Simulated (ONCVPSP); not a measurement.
**What one change does to a pseudopotential (copper (Cu), ONCV)**

* Element: Cu
* Generator: ONCVPSP 4.0.1
* Type: optimised norm-conserving Vanderbilt (ONCV)
* Functional: Wu-Cohen
* Relativity: scalar-relativistic
* Frozen core: [Ne]
* Valence charge: 19
* Reference configuration: 3s2 3p6 3d10 4p1
* Partial waves: 3s: rc 1.15 bohr, ncon 4, nbas 7, qcut 12.1 1/bohr, local; 3p+4p: rc 1.20 bohr, ncon 5, nbas 8, qcut 13.5 1/bohr, 2 projectors; 3d: rc 1.25 bohr, ncon 3, nbas 8, qcut 14.1 1/bohr, 1 projector
* Local potential: the s channel
* Core correction: Teter function, fcfact 5, rcfact 1.1

All-electron outer shells of the reference configuration (Wu-Cohen, scalar-relativistic, ld1.x):

```json
{"shell": "2p", "level (eV)": "-919.00", "outermost node (bohr)": "–", "outermost maximum (bohr)": "0.16"}
{"shell": "3s", "level (eV)": "-116.61", "outermost node (bohr)": "0.29", "outermost maximum (bohr)": "0.61"}
{"shell": "3p", "level (eV)": "-74.21", "outermost node (bohr)": "0.26", "outermost maximum (bohr)": "0.62"}
{"shell": "3d", "level (eV)": "-7.19", "outermost node (bohr)": "–", "outermost maximum (bohr)": "0.60"}
{"shell": "4p", "level (eV)": "-1.66", "outermost node (bohr)": "0.97", "outermost maximum (bohr)": "3.35"}
```

Change: all radii but the core radius scaled by about 1.31 (s 1.50, p 1.58, d 1.64 bohr).

Cutoffs: the cutoffs (Ha) at which the residual kinetic energy of the hardest occupied pseudo-wave falls to 1 and 0.1 mHa per electron; they do not see the model core or the augmentation charge, which bear on the density cutoff. Errors are all-electron minus pseudo energies relative to the spin-unpolarised reference configuration.

What does the change do?

The potential gets neither clearly harder nor softer (71 Ha and 80 Ha → 75 Ha and 82 Ha); the d channel sets the loose cutoff, while the largest relative change is in s, which becomes softer; the number of tests with a reliable result goes from 4 to 0; neither file shows a bound ghost.

```csv
quantity,base,changed
"cutoff, loose",71 Ha,75 Ha
"cutoff, tight",80 Ha,82 Ha
loose cutoff by channel,"s 47 Ha, p 45 Ha, d 71 Ha","s 25 Ha, p 45 Ha, d 75 Ha"
bound ghosts,none,none
GHOST(+) flags under 300 eV,none,none
tests with a reliable result,4 of 4,0 of 4
"rms error of d²Exc/dni dnj with the model core, mHa",1.16,2.52
```
